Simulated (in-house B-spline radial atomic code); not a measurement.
Radial electron density of Eu II (Eu+), [Xe] 4f7 6s1. Method: scalar-relativistic (X2C) PBE, spherical fractional occupations, Fermi nucleus of rms radius 5.1115 fm, inside a hard spherical wall at 6.05 bohr. Calculated with an all-electron radial atomic-structure program (B-spline basis).

One-electron X2C: radii and densities carry no picture-change correction, so inner-shell <1/r> comes out high (for 1s by about 2 % at Z = 33, 5 % at 54, 10 % at 75, 30 % at 118) and <r> low.

Columns: r (bohr), 4πr²n(r) (electrons per bohr), bar.

```
0.000596    2.782 #
0.000734    3.797 ##
0.000906     5.18 ##
 0.00112    7.051 ###
 0.00138      9.5 ####
  0.0017    12.71 #####
  0.0021    16.92 #######
 0.00258    22.13 #########
 0.00319    28.81 ############
 0.00393    36.72 ###############
 0.00485    45.95 ##################
 0.00598    56.04 ######################
 0.00737    66.25 ##########################
 0.00909    75.51 ##############################
  0.0112    82.32 #################################
  0.0138    85.37 ##################################
  0.0171    83.97 ##################################
   0.021    79.34 ################################
  0.0259    74.43 ##############################
   0.032    73.96 ##############################
  0.0395    81.47 #################################
  0.0487    95.51 ######################################
    0.06    108.3 ###########################################
   0.074    110.2 ############################################
  0.0913    98.69 #######################################
   0.113    84.96 ##################################
   0.139    84.38 ##################################
   0.171    94.72 ######################################
   0.211    95.37 ######################################
    0.26    73.73 #############################
   0.321    47.19 ###################
   0.396    40.04 ################
   0.489    46.58 ###################
   0.603    44.67 ##################
   0.743    31.25 ############
   0.917    18.67 #######
    1.13    12.76 #####
    1.39    9.763 ####
    1.72    6.411 ###
    2.12     3.34 #
    2.61    1.529 #
    3.22   0.7683 
    3.98   0.3977 
    4.91   0.1213 
    5.99 0.0003281
```

On this grid the curve has 4 maxima, near 0.0138, 0.074, 0.211, 0.489 bohr.

The 4f radial function P(r) = rR(r), positive near the nucleus:

```json
{"r (bohr)": "0.032", "P": "0.001826"}
{"r (bohr)": "0.0487", "P": "0.007565"}
{"r (bohr)": "0.074", "P": "0.02827"}
{"r (bohr)": "0.113", "P": "0.09335"}
{"r (bohr)": "0.171", "P": "0.2511"}
{"r (bohr)": "0.26", "P": "0.5412"}
{"r (bohr)": "0.396", "P": "0.8784"}
{"r (bohr)": "0.603", "P": "1.027"}
{"r (bohr)": "0.917", "P": "0.8681"}
{"r (bohr)": "1.39", "P": "0.5646"}
{"r (bohr)": "2.12", "P": "0.2874"}
{"r (bohr)": "3.22", "P": "0.1162"}
{"r (bohr)": "4.91", "P": "0.02818"}
```
